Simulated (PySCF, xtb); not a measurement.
H5Sn, SMILES [SnH5-], charge -1.

xtb 6.7.1 with GFN2-xTB at its own geometry gives an orbital gap of 4.11 eV.

Coordinates come from a B3LYP-D3(BJ)/def2-TZVPD optimisation. The def2 effective core potentials stand for the cores of Sn; spin–orbit coupling is left out.

What does PBE/def2-TZVPD in PySCF give? (Estimate from the structure and the level; the computed values follow.)

gap 2.57 eV (levels 0.58 and 3.16 eV).
